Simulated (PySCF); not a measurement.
# Radial density of V⁺ (vanadium, charge +1)

M06-L, [Ar] 3d4, high-spin 5D determinant. All numbers are calculated (PySCF 2.14, the non-relativistic Hamiltonian (point nucleus), in def2-TZVP).

```tsv
r (bohr)	4πr²ρ (e/bohr)	4πr²(ρα − ρβ)
0.000940	0.08668	0.0000
0.00158	0.2388	0.0000
0.00266	0.6415	0.0001
0.00447	1.672	0.0002
0.00752	4.109	0.0004
0.0127	9.197	0.0008
0.0213	17.55	0.0015
0.0358	25.83	0.0022
0.0602	25.92	0.0029
0.101	20.58	0.0108
0.170	27.05	0.0672
0.287	25.17	0.3479
0.482	9.557	1.3372
0.811	11.92	2.4823
1.36	6.043	1.9167
2.29	1.021	0.7664
3.86	0.1515	0.1509
6.49	0.003328	0.0033
```

⟨L²⟩ = 7.33 against 6 for a pure D term, so this real determinant mixes terms.
